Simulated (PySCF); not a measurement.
CH6SSi, SMILES C[SiH2]S. Atoms are numbered in the order given.

```xyz
9

Si    -0.4194     0.6198     0.2438
C     -1.8422    -0.5995     0.2370
S      1.4210    -0.2684    -0.4384
H     -0.6564     1.7314    -0.7230
H     -0.2453     1.1928     1.6142
H     -1.6531    -1.4276     0.9375
H     -2.7772    -0.1025     0.5416
H     -1.9813    -1.0243    -0.7683
H      1.5028    -1.1562     0.5774
```

The structure is a stationary point at PBE0-D3(BJ)/def2-SVP. Other conformers were not sampled.

All values below come from PySCF with PBE0/pcJ-1.

Isotropic couplings with Fermi-contact, spin-dipole and both spin-orbit terms, one fixed conformer, no vibrational averaging. Isotopes: 13C, 1H, 29Si.

```tsv
pair	bonds apart	J (Hz)
Si1–C2	1	-49.6
Si1–H4	1	-211.1
Si1–H5	1	-212.6
C2–H6	1	___
C2–H7	1	___
C2–H8	1	___
Si1–H6	2	8.6
Si1–H7	2	3.6
Si1–H8	2	9.4
Si1–H9	2	5.3
C2–H4	2	5.6
C2–H5	2	10.4
H4–H5	2	___
H6–H7	2	-15.5
H6–H8	2	-15.1
H7–H8	2	-14.9
C2–H9	3	___
H4–H6	3	___
H4–H8	3	___
H4–H9	3	___
H5–H6	3	___
H5–H7	3	___
H5–H8	3	___
H5–H9	3	___
H7–H9	4	-0.4
```

Question: Some entries are withheld; supply them. (Estimate from the structure and the level; the computed values follow.)

Answer: 
- C2–H6, J (Hz): 123.9
- C2–H7, J (Hz): 123.0
- C2–H8, J (Hz): 126.6
- H4–H5, J (Hz): 5.2
- C2–H9, J (Hz): 0.5
- H4–H6, J (Hz): 11.3
- H4–H8, J (Hz): 1.1
- H4–H9, J (Hz): 11.1
- H5–H6, J (Hz): 0.7
- H5–H7, J (Hz): -0.5
- H5–H8, J (Hz): 10.3
- H5–H9, J (Hz): 2.5
